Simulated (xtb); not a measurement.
thionyl fluoride (F₂OS), singlet, geometry from GFN2-xTB; GFN2-xTB (xtb 6.7.1).

Here is a job for xtb.
```
$ xtb mol.xyz --gfn 2 --chrg 0 --uhf 0 --json

# file mol.xyz
4

O      1.36431422    -0.14953623    -0.37776966
S      0.20253837    -0.00630885     0.40783444
F     -0.66691673     1.26541662    -0.23549748
F     -0.90587522    -1.12127979    -0.15374626
```

Q: What does xtb print? Leave out banner, timings and long lists.

A: 
```
   ID    Z sym.   atoms
    1    8 O      1
    2   16 S      2
    3    9 F      3, 4

           -------------------------------------------------
          |                Calculation Setup                |
           -------------------------------------------------

           -------------------------------------------------
          |                 G F N 2 - x T B                 |
           -------------------------------------------------

          ...................................................
          :                      SETUP                      :
          :.................................................:
          :  # basis functions                  22          :
          :  # atomic orbitals                  21          :
          :  # shells                            9          :
          :  # electrons                        26          :
          :  max. iterations                   250          :
          :  Hamiltonian                  GFN2-xTB          :
          :  restarted?                      false          :
          :  GBSA solvation                  false          :
          :  PC potential                    false          :
          :  electronic temp.          300.0000000     K    :
          :  accuracy                    1.0000000          :
          :  -> integral cutoff          0.2500000E+02      :
          :  -> integral neglect         0.1000000E-07      :
          :  -> SCF convergence          0.1000000E-05 Eh   :
          :  -> wf. convergence          0.1000000E-03 e    :
          :  Broyden damping             0.4000000          :
          :  net charge                          0          :
          :  unpaired electrons                  0          :
          ...................................................

 iter      E             dE          RMSdq      gap      omega  full diag
   1    -16.8406079 -0.168406E+02  0.114E+01    6.53       0.0  T
   2    -16.8520464 -0.114385E-01  0.546E+00    6.01       1.0  T
   3    -16.8544097 -0.236332E-02  0.162E+00    5.85       1.0  T
   4    -16.8551011 -0.691435E-03  0.478E-01    5.97       1.0  T
   5    -16.8551324 -0.312137E-04  0.176E-01    6.00       1.0  T
   6    -16.8551362 -0.386848E-05  0.850E-02    6.00       1.0  T
   7    -16.8551386 -0.238930E-05  0.123E-02    6.00       4.1  T
   8    -16.8551386 -0.283196E-07  0.428E-03    6.00      11.7  T
   9    -16.8551387 -0.131160E-07  0.186E-03    6.00      26.9  T
[...]
         :: total energy             -16.822480646056 Eh    ::
[...]
        18                          0.0853953               2.3237
        19                          0.1391022               3.7852
        20                          0.4740716              12.9001
        21                          1.1255707              30.6283
      -------------------------------------------------------------
                  HL-Gap            0.2206636 Eh            6.0046 eV
             Fermi-level           -0.3601661 Eh           -9.8006 eV

     #   Z          covCN         q      C6AA      α(0)
     1   8 O        0.860    -0.529    24.438     6.628
     2  16 S        2.430     1.273    99.168    16.761
     3   9 F        0.785    -0.372    13.173     4.287
     4   9 F        0.785    -0.372    13.173     4.287

 Mol. C6AA /au·bohr⁶  :        479.722836
 Mol. C8AA /au·bohr⁸  :      14536.191641
 Mol. α(0) /au        :         31.962962

Wiberg/Mayer (AO) data.
largest (>0.10) Wiberg bond orders for each atom

 ---------------------------------------------------------------------------
     #   Z sym  total        # sym  WBO       # sym  WBO       # sym  WBO
 ---------------------------------------------------------------------------
     1   8 O    2.105 --     2 S    1.980
     2  16 S    3.848 --     1 O    1.980     4 F    0.934     3 F    0.934
     3   9 F    1.019 --     2 S    0.934
     4   9 F    1.019 --     2 S    0.934
 ---------------------------------------------------------------------------

Topologies differ in total number of bonds
Writing topology from bond orders to xtbtopo.mol

molecular dipole:
                 x           y           z       tot (Debye)
 q only:        0.229       0.033       1.632
   full:        0.154       0.033       1.426       3.647
molecular quadrupole (traceless):
                xx          xy          yy          xz          yz          zz
 q only:       -3.283       0.227      -1.524       1.434       0.073       4.807
  q+dip:       -3.721       0.258      -1.542       1.086       0.124       5.263
   full:       -3.738       0.314      -1.111       1.416       0.061       4.849

           -------------------------------------------------
          | TOTAL ENERGY              -16.822480646056 Eh   |
          | GRADIENT NORM               0.000030197916 Eh/α |
          | HOMO-LUMO GAP               6.004562404742 eV   |
           -------------------------------------------------

normal termination of xtb
```
